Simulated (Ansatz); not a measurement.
Ansatz results at the PBE0-D4/def2-TZVP geometry: size of the dipole moment (B3LYP/def2-TZVPP) 1.00 D; size of the dipole moment (ωB97M-V/def2-TZVPP) 1.03 D; size of the dipole moment (PBE/def2-TZVPP) 0.91 D.

Each molecule was computed in one conformer, which needn't be the lowest.

Question: Which molecule gave them?
A. `O[Si](O)(F)[SiH2]`•
B. `O[Si](F)O[SiH3]`•
C. `CO[Si](F)S`•
D. `CN(C)[SiH]O`•

Answer: B. The others give `CN(C)[SiH]O`•: 2.31, 2.20, 2.40; `CO[Si](F)S`•: 2.29, 2.29, 2.13; `O[Si](O)(F)[SiH2]`•: 1.49, 1.53, 1.46.

B3LYP here is the variant with VWN-RPA as its local correlation; programs differ in this.
